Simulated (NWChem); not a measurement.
System: germanium monotelluride (GeTe, singlet); SMILES [Ge]=[Te]

```xyz
2

Ge     0.0000     0.0000     1.4706
Te     0.0000     0.0000    -0.9050
```
Atoms are numbered in this order, from 1.

All runs: NWChem. Low-valent species are run as closed-shell singlets; no triplet was tried in these runs. All runs use the structure optimised with PBE-D3(BJ)/def2-SVP. def2 effective core potentials on Te; no spin-orbit coupling.

For level B97-2/def2-SVP:

```
Item                         Result
---------------------------  ------
highest occupied level (eV)   -6.74
orbital gap (eV)               4.08
dipole (D)                     1.28
```

Task: Estimate the same quantities for level LDA (Slater exchange, PW92)/def2-SVP.

Result: highest occupied level (eV): -6.25
orbital gap (eV): 2.79
dipole (D): 1.02
